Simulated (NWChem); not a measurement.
System: Si$_{2}$NH$_{6}$ anion

Input file for NWChem:

```
start job
memory heap 200 mb stack 900 mb global 1100 mb
charge -1
geometry units angstroms
  Si     1.537574    -0.186786     0.144936
  N     -0.017378    -0.230729    -0.451073
  Si    -1.530948     0.274767     0.027066
  H      2.430547    -0.893789    -0.818348
  H      2.186947     1.154629     0.336592
  H      1.820200    -0.846253     1.465089
  H     -2.125248    -0.335444     1.264912
  H     -2.502644    -0.063438    -1.053025
  H     -1.752955     1.739056     0.280337
end
basis spherical
  * library def2-svpd
end
dft
  xc b3lyp
  iterations 150
end
driver
  maxiter 120
end
task dft optimize
```

NWChem printed, in part:

```
             Northwest Computational Chemistry Package (NWChem) 7.3.0
             --------------------------------------------------------

 C2  symmetry detected

                             Geometry "geometry" -> ""
                             -------------------------

 Output coordinates in angstroms (scale by  1.889725989 to convert to a.u.)

  No.       Tag          Charge          X              Y              Z
 ---- ---------------- ---------- -------------- -------------- --------------
    1 Si                  14.0000     1.55263902    -0.00006774     0.07675258
    2 N                    7.0000     0.00000000     0.00000000    -0.52685939
    3 Si                  14.0000    -1.55263902     0.00006774     0.07675258
    4 H                    1.0000     2.50356070    -0.04915487    -1.07151116
    5 H                    1.0000     2.00227131     1.18751418     0.88005331
    6 H                    1.0000     1.97999989    -1.13724429     0.96092962
    7 H                    1.0000    -2.00227131    -1.18751418     0.88005331
    8 H                    1.0000    -2.50356070     0.04915487    -1.07151116
    9 H                    1.0000    -1.97999989     1.13724429     0.96092962

 Effective nuclear repulsion energy (a.u.)     147.2850920826

      Symmetry information
      --------------------

 Group name             C2
 Group number              4
 Group order               2
 No. of unique centers     5

                                Z-matrix (autoz)
                                --------

 Units are Angstrom for bonds and degrees for angles

[...]

      ----------------------
      Optimization converged
      ----------------------

  Step       Energy      Delta E   Gmax     Grms     Xrms     Xmax
  ---- ---------------- -------- -------- -------- -------- --------
@   13    -637.22479262 -1.5D-07  0.00005  0.00002  0.00050  0.00093
                                     ok       ok       ok       ok

                                Z-matrix (autoz)
                                --------

 Units are Angstrom for bonds and degrees for angles

      Type          Name      I     J     K     L     M      Value     Gradient
      ----------- --------  ----- ----- ----- ----- ----- ---------- ----------
    1 Stretch                  1     2                       1.66259    0.00001
    2 Stretch                  1     4                       1.51691   -0.00005
    3 Stretch                  1     5                       1.52531    0.00002
    4 Stretch                  1     6                       1.52531    0.00002
    5 Stretch                  2     3                       1.66259    0.00001
    6 Stretch                  3     7                       1.52531    0.00002
    7 Stretch                  3     8                       1.51691   -0.00005
    8 Stretch                  3     9                       1.52531    0.00002
    9 Bend                     1     2     3               145.11372    0.00001
   10 Bend                     2     1     4               113.32044   -0.00001
   11 Bend                     2     1     5               117.24716    0.00001
   12 Bend                     2     1     6               117.24668    0.00001
   13 Bend                     2     3     7               117.24716    0.00001
   14 Bend                     2     3     8               113.32044   -0.00001
   15 Bend                     2     3     9               117.24668    0.00001
   16 Bend                     4     1     5               102.49327   -0.00000
   17 Bend                     4     1     6               102.49408   -0.00000
   18 Bend                     5     1     6               101.88295   -0.00000
   19 Bend                     7     3     8               102.49327   -0.00000
   20 Bend                     7     3     9               101.88295   -0.00000
   21 Bend                     8     3     9               102.49408   -0.00000
   22 Torsion                  1     2     3     7         -60.83751   -0.00000
   23 Torsion                  1     2     3     8        -179.97916    0.00000
   24 Torsion                  1     2     3     9          60.87846    0.00000
   25 Torsion                  3     2     1     4        -179.97916    0.00000
   26 Torsion                  3     2     1     5         -60.83751   -0.00000
   27 Torsion                  3     2     1     6          60.87846    0.00000

                         Geometry "geometry" -> "geometry"
                         ---------------------------------

 Output coordinates in angstroms (scale by  1.889725989 to convert to a.u.)

[...]
```

Level: B3LYP/def2-SVPD. No frequency run checked for a minimum. B3LYP is NWChem's, with the RPA form of VWN correlation.
